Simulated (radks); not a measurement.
Species: Co+. Configuration: [Ar] 3d8.

Method: scalar-relativistic Kohn-Sham, r2SCAN, spin-polarised, spherical densities, finite nucleus; open shells are filled with parallel spins first; meta-GGA in the generalised Kohn-Sham scheme; Fermi nuclear charge, rms radius 3.7875 fm; computed with a radial shooting solver on a logarithmic mesh with Libxc functionals.

Energy parts (Ry):
part                       energy
total                 -2786.31063
kinetic                2822.32115
electron-nucleus      -6668.72608
Hartree                1179.39030
exchange-correlation   -119.29599

Orbitals (lengths in bohr, moments of r in powers of bohr):
| orbital | occ. | eigenvalue (Ry) | <r> |
|---|---|---|---|
| 1s up | 1 | -560.1710 | 0.05620 |
| 1s down | 1 | -560.1718 | 0.05620 |
| 2s up | 1 | -66.98260 | 0.2551 |
| 2s down | 1 | -66.89068 | 0.2548 |
| 2p up | 3 | -57.27199 | 0.2249 |
| 2p down | 3 | -57.20224 | 0.2247 |
| 3s up | 1 | -8.09352 | 0.7771 |
| 3s down | 1 | -7.89360 | 0.7789 |
| 3p up | 3 | -5.29959 | 0.8229 |
| 3p down | 3 | -5.10160 | 0.8261 |
| 3d up | 5 | -0.96971 | 1.105 |
| 3d down | 3 | -0.79537 | 1.171 |

The highest occupied level is 3d down at -10.822 eV. The spin density at the nucleus is -0.457 e/bohr^3 (1s 0.010, 2s -1.352, 3s 0.884). The electron density at the nucleus is 1.735e+04 e/bohr^3 (large components only).
